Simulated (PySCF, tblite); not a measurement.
Parent: `[CH2:1]=[C:2]([C:3]#[N:4])[CH2:5][O:6][CH3:7]` with C1–C2–C5–O6 -23°, C2–C5–O6–C7 -77°, C5H7NO.

Computed geometry: GFN2-xTB, gas phase. One conformer each, not checked by frequencies here.

```
coordinate of the parent    value
                   C1=C2  1.331 Å
                   C2–C3  1.414 Å
                   C3≡N4  1.146 Å
                   C2–C5  1.518 Å
                   C5–O6  1.403 Å
                   O6–C7  1.408 Å
                C1–C2–C3   121.2°
                C1–C2–C5   123.4°
                C3–C2–C5   115.4°
                C2–C3–N4   178.9°
                C2–C5–O6   113.6°
                C5–O6–C7   113.8°
```

Question: How does the shared frame change in `[CH3:1][O:2][CH2:3]/[C:4]([C:5]#[N:6])=[CH:7]\[CH2:8][OH:9]` with C1–O2–C3–C4 -178°, O2–C3–C4–C5 120°, C4–C7–C8–O9 79°, C7–C8–O9–H -59°, C6H9NO2? Atoms pair as C1 = C7, C2 = C4, C3 = C5, N4 = N6, C5 = C3, O6 = O2, C7 = C1 (parent first).

Answer: 
| parent | relative | value in the relative | change |
| --- | --- | --- | --- |
| C1=C2 | C7=C4 | 1.338 Å | +0.007 |
| C2–C3 | C4–C5 | 1.414 Å | 0.000 |
| C3≡N4 | C5≡N6 | 1.146 Å | 0.000 |
| C2–C5 | C4–C3 | 1.511 Å | -0.007 |
| C5–O6 | C3–O2 | 1.413 Å | +0.010 |
| O6–C7 | O2–C1 | 1.406 Å | -0.002 |
| C1–C2–C3 | C7–C4–C5 | 120.2° | -1.0 |
| C1–C2–C5 | C7–C4–C3 | 124.5° | +1.1 |
| C3–C2–C5 | C5–C4–C3 | 115.2° | -0.2 |
| C2–C3–N4 | C4–C5–N6 | 178.5° | -0.4 |
| C2–C5–O6 | C4–C3–O2 | 109.1° | -4.5 |
| C5–O6–C7 | C3–O2–C1 | 113.2° | -0.6 |

Of the parent's bonds, C5–O6 changes most (+0.010 Å). Bonds of the relative outside the shared frame: C7–C8 1.504, C8–O9 1.406 Å. Point group C1 → C1.
